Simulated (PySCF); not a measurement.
How methods differ on the interval between two levels of Ir

Ir [Xe] 4f14 5d7 6s2 [4F9/2, M_J = 9/2] → Ir [Xe] 4f14 5d7 6s1 6p1 [6G13/2, M_J = 13/2], as a difference of total energies. Calculation: PySCF 2.14, in x2c-TZVPall-2c (11s11p10d2f, 108 functions); the two-component X2C-1e Hamiltonian. Correlated levels: [Kr] 4d10 4f14 frozen; the 34 highest virtual spinors dropped. "Screened" scales the spin-orbit matrix elements by Boettger's factors to mimic the two-electron term; Breit and QED terms are absent.

```json
{"method": "GHF (screened spin-orbit)", "interval between two levels (cm⁻¹)": "20368"}
{"method": "GMP2 (screened spin-orbit)", "interval between two levels (cm⁻¹)": "31414"}
```

The labels give the starting determinants; with spin-orbit coupling the two ends relaxed to ⟨J²⟩ = 24.77, ⟨L²⟩ = 13.02, ⟨S²⟩ = 3.60 and ⟨J²⟩ = 48.77, ⟨L²⟩ = 21.01, ⟨S²⟩ = 8.49.
